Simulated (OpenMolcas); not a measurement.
Re3+ among 5 point charges of -2 e arranged as a trigonal bipyramid (D3h), 2.25 Å from the ion, with the axial distance 2.340 Å.
```
   2.2500    0.0000    0.0000  -2.00
  -1.1250    1.9486    0.0000  -2.00
  -1.1250   -1.9486    0.0000  -2.00
   0.0000    0.0000    2.3400  -2.00
   0.0000    0.0000   -2.3400  -2.00
```

```json
{
 "Program": "OpenMolcas",
 "Method": "CASSCF",
 "Basis": "ANO-RCC-VDZP [7s6p4d2f1g]",
 "Scalar Hamiltonian": "DKH2, point nucleus",
 "Active space": "4 electrons in 5 orbitals (5d)",
 "State averaging": "2S+1 = 5 even, 5 roots; 2S+1 = 3 even, 45 roots; 2S+1 = 1 even, 50 roots",
 "Spin-orbit coupling": "state interaction with AMFI integrals over the reference wave functions"
}
```

(1) What is the spin-free ground state (labels of D3, the rotations of D3h)?

(2) Where is the first state of the same spin?

(3) What are the lowest two levels with spin-orbit coupling?

(4) What is χT at 300 K?

Answers

(1) 5A1, 1-fold in its orbital part, 100 % from free-ion D terms; it has the highest spin that d4 allows.

(2) 5E at 7960 cm-1 above the ground state.

(3) A 1-fold level A1, then a 2-fold level E 1669 cm-1 above it. Their leading multiplicities are 5 (77 %) and 5 (90 %).

(4) 0.27 cm3 K/mol.

Spin-orbit coupling mixes the spin-free states strongly: the lowest level takes only 54 % from its leading state, 5A1. Without dynamic correlation the repulsion within the d shell is too large (B by tens of per cent), so at a given field states of lower spin stand too high. Point charges give a weaker field than real ligands, and real ions of this kind are as a rule low spin; the high spin found here belongs to the model. Point charges carry no covalency, so the field is a model and not that of real ligands. No measured value stands beside these numbers.
